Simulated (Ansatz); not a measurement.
A nudged elastic band was laid between two geometries of GeH4 + H3Si (9 atoms, charge 0, multiplicity 2).

Computed with Ansatz 0.2.0, UKS B3LYP-D4/def2-SVP.

```yaml
movable_images: 5
climbing_image: yes
spring: 5.0 eV/Å²
optimiser: quadratic models (default)
start_path: through a guess of the saddle point
force_threshold: 0.05 eV/Å
iteration_limit: 60
end_points: relaxed
```

Image 0:

```xyz
9
Properties=species:S:1:pos:R:3
Ge 0.003 0.000 -0.447
H 0.002 0.001 1.097
H 1.455 0.000 -0.961
H -0.723 1.257 -0.963
H -0.723 -1.257 -0.961
Si -0.011 0.000 4.204
H -0.769 -1.195 4.679
H 1.419 -0.067 4.630
H -0.653 1.262 4.675
```

Image 6:

```xyz
9
Properties=species:S:1:pos:R:3
Ge 0.001 0.000 -0.706
H 0.000 0.000 2.555
H 1.470 0.000 -1.194
H -0.734 1.272 -1.193
H -0.734 -1.272 -1.193
Si 0.000 0.000 4.048
H -0.759 -1.182 4.546
H 1.404 -0.066 4.545
H -0.644 1.249 4.546
```

(1) What changes between the two ends?

(2) What energy profile does the band end with?

(3) What is the geometry of the highest image?

## Answers

(1) Bonds broken: Ge1–H2. Bonds formed: H2–Si6. GeH4 + H3Si becomes GeH3 + H4Si.

(2) The run converged. The highest image is number 3 of 0 to 6, 2.5 kcal/mol above the first end and 8.3 kcal/mol above the last; the last end lies 5.9 kcal/mol below the first. A vibrational analysis at the climbing image gives 2 clearly imaginary modes (650i, 52i cm⁻¹): a point of higher order, so a lower path passes nearby.

| image | path coordinate (Å) | energy (kcal/mol) | Ge1–H2 (Å) | H2–Si6 (Å) |
| --- | --- | --- | --- | --- |
| 0 | 0.00 | 0.0 | 1.54 | 3.11 |
| 1 | 0.52 | 0.3 | 1.55 | 2.76 |
| 2 | 1.05 | 1.1 | 1.57 | 2.40 |
| 3 | 1.57 | 2.5 | 1.71 | 1.92 |
| 4 | 2.20 | -4.0 | 2.41 | 1.51 |
| 5 | 2.84 | -5.5 | 2.84 | 1.49 |
| 6 | 3.47 | -5.9 | 3.26 | 1.49 |

(3) 
```xyz
9
Properties=species:S:1:pos:R:3
Ge 0.000 0.000 -0.020
H -0.001 0.000 1.691
H 1.458 0.000 -0.530
H -0.729 1.262 -0.532
H -0.728 -1.263 -0.532
Si -0.001 0.000 3.612
H -0.764 -1.190 4.091
H 1.414 -0.067 4.083
H -0.648 1.257 4.091
```

Run time: 2.1 min on 2 threads of AMD EPYC 7R43 64-Core Processor (Zen 3), with other jobs on the host, peak memory 0.26 GiB.
